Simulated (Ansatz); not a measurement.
Molecule: ZnF, charge 0, multiplicity 2. The spin state was set by rule; other spins were not relaxed. 
Structure (B3LYP-D3(BJ)/def2-TZVP (Ansatz, a program for electronic structure) minimum search):
```xyz
2

Zn     0.0000     0.0000    -0.4161
F      0.0000     0.0000     1.3870
```
Charge 0, spin multiplicity 2.

Property: atomisation energy (electronic, to ground-state atoms), in kJ/mol. Correlated levels leave the core frozen unless marked. UHF or UKS for open shells. No spin-orbit coupling. Frozen are the shells of the preceding noble gas and the d and f shells that filled before the atom's block. Non-relativistic. The coupled-cluster limit lacks core correlation, which all-electron functionals hold. CBS(X,Y): correlation extrapolated as X^-3; Hartree-Fock from the larger set. The bracket is a focal-point correction in the basis named.

| level | program | atomisation energy (kJ/mol) | minus last row |
|---|---|---|---|
| HF/def2-SVP | Ansatz | 186.0 | -113.0 |
| HF/def2-QZVPP | Ansatz | 212.3 | -86.7 |
| PBE-D3(BJ)/def2-TZVPD | Ansatz + dftd3 | 308.3 | 9.3 |
| PBE-D4/def2-TZVPD | Ansatz + dftd4 | 309.0 | 10.0 |
| B3LYP/def2-TZVPD | Ansatz | 278.2 | -20.8 |
| PBE0/def2-SVP | Ansatz | 284.5 | -14.5 |
| PBE0-D3(BJ)/def2-TZVP | Ansatz + dftd3 | 289.4 | -9.6 |
| BHLYP-D4/def2-TZVPD | Ansatz + dftd4 | 261.9 | -37.1 |
| r2SCAN0-D4/def2-TZVPD | Ansatz + dftd4 | 294.5 | -4.5 |
| HSE06-D3(BJ)/def2-TZVPD | Ansatz + dftd3 | 292.6 | -6.4 |
| wB97X-V/def2-TZVPD | Ansatz | 302.8 | 3.8 |
| MP2/6-31G* | Ansatz | 345.8 | 46.8 |
| MP2/def2-SVPD | Ansatz | 380.6 | 81.6 |
| RI-MP2/def2-TZVPP | Ansatz | 324.1 | 25.1 |
| RI-MP2/CBS(def2-TZVPP,def2-QZVPP) | Ansatz | 336.8 | 37.8 |
| CCSD/def2-SVPD | Ansatz | 322.1 | 23.1 |
| CCSD/CBS(def2-TZVPP,def2-QZVPP) | Ansatz | 294.2 | -4.8 |
| CCSD(T)/def2-QZVPP | Ansatz | 297.5 | -1.5 |
| RI-MP2/CBS(def2-TZVPPD,def2-QZVPPD)+[CCSD(T)-MP2]/def2-TZVPPD | Ansatz | 293.9 | -5.1 |
| RI-MP2/CBS(def2-TZVPPD,def2-QZVPPD)+[CCSD(T)-MP2]/def2-QZVPPD | Ansatz | 296.9 | -2.1 |
| CCSD(T)/CBS(def2-TZVPPD,def2-QZVPPD) | Ansatz | 299.0 | 0.0 |
